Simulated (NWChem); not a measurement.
Molecule: MgN$_{2}$H$_{4}$; SMILES [NH2][Mg][NH2]

```xyz
7

Mg     0.0000     0.0000     0.0000
N      0.0000     1.8919     0.0000
H      0.5784     2.4983    -0.5744
H     -0.5784     2.4983     0.5744
N      0.0000    -1.8919     0.0000
H     -0.5784    -2.4983    -0.5744
H      0.5784    -2.4983     0.5744
```
Atoms are numbered in this order, from 1.

All runs: NWChem. The geometry was optimised at PBE0/def2-SVP.

Question: What does the run give for BHandHLYP/def2-TZVP? Quantities: highest occupied level (eV); orbital gap (eV).

Answer: 
```yaml
highest occupied level (eV): -7.47
orbital gap (eV): 7.22
```
